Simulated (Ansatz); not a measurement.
The same molecule with X = B, Al, Ga. Ansatz, PBE0-D4/def2-TZVP geometries, multiplicity 1.

Scalar relativity is left out up to krypton.

```json
{"X": "Al", "molecule": "`[CH2]1C[SiH2][AlH]1`", "mean X–C bond length / Å": "1.979", "mean X–H bond length / Å": "1.593", "mean X–Si bond length / Å": "2.424", "size of the dipole moment (PBE/def2-TZVPP) / D": "0.83", "size of the dipole moment (B3LYP/def2-TZVPP) / D": "0.77", "HOMO–LUMO gap (ωB97M-V/def2-TZVPP) / eV": "8.59"}
{"X": "Ga", "molecule": "`C1[CH2][GaH][SiH2]1`", "mean X–C bond length / Å": "2.013", "mean X–H bond length / Å": "1.569", "mean X–Si bond length / Å": "2.407", "size of the dipole moment (PBE/def2-TZVPP) / D": "0.80", "size of the dipole moment (B3LYP/def2-TZVPP) / D": "0.70", "HOMO–LUMO gap (ωB97M-V/def2-TZVPP) / eV": "8.53"}
```

Problem. Give the row for X = B, `B1CC[SiH2]1`. (Best estimate.)

Solution. The calculation gave: 
```
X       molecule  mean X–C bond length / Å  mean X–H bond length / Å  mean X–Si bond length / Å  size of the dipole moment (PBE/def2-TZVPP) / D  size of the dipole moment (B3LYP/def2-TZVPP) / D  HOMO–LUMO gap (ωB97M-V/def2-TZVPP) / eV
B  `B1CC[SiH2]1`                     1.572                     1.193                      2.021                                            0.94                                              0.80                                     9.58
```

From B to Ga the mean X–C bond length rises at each step, by 0.441 Å in all; the mean X–H bond length isn't monotonic: highest at Al, lowest at B; the mean X–Si bond length isn't monotonic: highest at Al, lowest at B; the HOMO–LUMO gap (ωB97M-V/def2-TZVPP) falls at each step, by 1.05 eV in all. Dipoles are sizes alone, and their direction can turn along the series.

B3LYP here is the variant with VWN-RPA as its local correlation; programs differ in this.
